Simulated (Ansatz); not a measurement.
**One elementary step**

Start structure (GeH6O, closed shell), relaxed at PBE0-D4/def2-TZVP:

```xyz
8
angstrom
Ge -0.3198 0.2832 -1.1131
O 0.5862 -0.7922 -0.0140
H 0.2661 1.7066 -1.0518
H -1.7544 0.2423 -0.5819
H -0.2338 -0.2550 -2.5541
H 0.0642 -0.2891 2.4310
H -0.1281 -0.0524 3.1143
H 1.5194 -0.8434 -0.2304
```

The step: GeH₄O ([OH][GeH3]) + H₂ → GeH₄ + H₂O; bonds formed: Ge1–H7, O2–H6; bonds broken: Ge1–O2, H6–H7. Computed with Ansatz 0.2.0 (basis: def2-TZVPP and def2-QZVPP); correlated methods freeze the cores. Filled d shells of the heavier atoms are correlated. The def2 sets are not built for correlating such inner shells, so the correlated values are less sure here. Extrapolation: Hartree–Fock as exp(−7.88 √X), correlation as X^−2.97. Energies below are by CCSD(T) at an estimated basis limit (MP2 extrapolated from triple and quadruple zeta, plus CCSD(T) − MP2 in triple zeta).

Problem. What are the electronic barrier and the energy of the step, from the start structure to the end structure? (Judge from chemistry; the value comes from the calculation.)

Solution. The calculation gives: Barrier 2.164 eV; step energy -0.074 eV (downhill); reverse barrier, their difference, 2.238 eV. Barrier and step energy count from the start structure, the reverse barrier from the end structure.

The saddle point: One imaginary mode of 1347i cm⁻¹.
```json
{"pair": "Ge1–H7", "start (Å)": "4.25", "saddle (Å)": "1.91", "end (Å)": "1.53"}
{"pair": "O2–H6", "start (Å)": "2.55", "saddle (Å)": "1.15", "end (Å)": "0.96"}
{"pair": "Ge1–O2", "start (Å)": "1.78", "saddle (Å)": "2.02", "end (Å)": "3.25"}
{"pair": "H6–H7", "start (Å)": "0.75", "saddle (Å)": "1.09", "end (Å)": "3.03"}
```

Zero-point energy (harmonic, PBE0-D4): ZPE is 1.322 eV at the start and 1.356 eV at the saddle, so the barrier goes from 2.164 to 2.198 eV.

T1 diagnostic: at most 0.014.

Labels in which every atom is bracketed show which atoms are joined, not bond orders.

For scale, one of the runs: CCSD(T)/def2-TZVPP, 163 basis functions, launched by `ansatz run in.yaml --threads 2 --pin off --events-out ev --progress --plain --max-ram 4352MiB`. Time: 35 s of wall clock on 2 CPU threads of an Arm Neoverse V2; the host was shared. Peak host memory: 1.3 GiB.
